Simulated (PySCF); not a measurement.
**VSF3: fields on a plane**

Computed with PySCF, PBE, basis V def2-SVP, S def2-SVP, F def2-SVP (no relativity, density fitting).

The singlet minimum has V–F 1.714 Å (×3), V–S 2.019 Å; F–V–F 110.0° (×3), F–V–S 108.9° (×3).

The plane holds V1 at (0.00, 0.00), S2 at (2.02, 0.00), F3 at (-0.56, 1.62) Å. Columns run from x = -2.55 to 4.35 Å, rows from y = 4.05 (top) to -1.95 Å, in steps of 0.3 Å. Other isomers or separated fragments may lie lower.

Problem. Give the electron localisation function (set to 0 where the density is under 0.005 e/Å³). Lower edges of the bins: '_' 0.000, '.' 0.091, ':' 0.182, '-' 0.273, '=' 0.364, '+' 0.455, '*' 0.546, '#' 0.637, '%' 0.728, '@' 0.819; top 0.91, each point printed twice.

Solution. 
```
________________________________________________
________________________________________________
________________________________________________
____________....________________________________
________..::------..____________________________
______..--++******==..__________________________
______--++%%@@@@%%**--__________________________
____..==##@@%%%%@@%%==______::----::::__________
____..++%%@@..%%@@%%==____::++++++++==--..______
____..==%%@@##++@@##--..::**########**++--..____
____..--**%%%%%%**::....++%%@@@@@@@@%%**==::____
______..----::..----::..**@@@@%%@@@@@@%%**--..__
____________::##%%%%##--**%%::....##@@@@**==::__
__________..**@@----%%==****::%%@@..@@@@##==::__
__________..**@@----%%==****::%%@@..@@@@##==::__
____________::##@@@@%%--**%%::....##@@@@**==::__
______________::++++::..**@@@@%%@@@@@@%%**--..__
______________________..**%%@@@@@@@@%%**==::____
______________________..++##########**++--..____
______________________..==++++++++++==--..______
________________________..::------::::__________
```

Problem. Give the electron density (e/Å³) (cut at 5 e/Å³). Every second row and column.

Solution. 
```
0.00 0.00 0.00 0.00 0.00 0.00 0.00 0.00 0.00 0.00 0.00 0.00
0.00 0.00 0.00 0.00 0.00 0.00 0.00 0.00 0.00 0.00 0.00 0.00
0.00 0.00 0.02 0.05 0.04 0.01 0.00 0.00 0.00 0.00 0.00 0.00
0.00 0.01 0.18 1.39 0.83 0.08 0.01 0.00 0.00 0.00 0.00 0.00
0.00 0.03 0.63 5.00 5.00 0.23 0.04 0.05 0.04 0.02 0.01 0.00
0.00 0.02 0.26 2.15 1.44 0.26 0.19 0.35 0.35 0.13 0.03 0.00
0.00 0.01 0.07 0.68 5.00 2.85 0.69 1.41 1.73 0.55 0.07 0.01
0.00 0.01 0.06 1.31 5.00 5.00 0.96 4.46 5.00 0.76 0.09 0.01
0.00 0.01 0.05 0.24 1.16 0.60 0.37 0.85 0.88 0.30 0.05 0.01
0.00 0.00 0.02 0.06 0.07 0.05 0.08 0.13 0.12 0.06 0.01 0.00
0.00 0.00 0.00 0.01 0.01 0.01 0.01 0.02 0.01 0.01 0.00 0.00
```
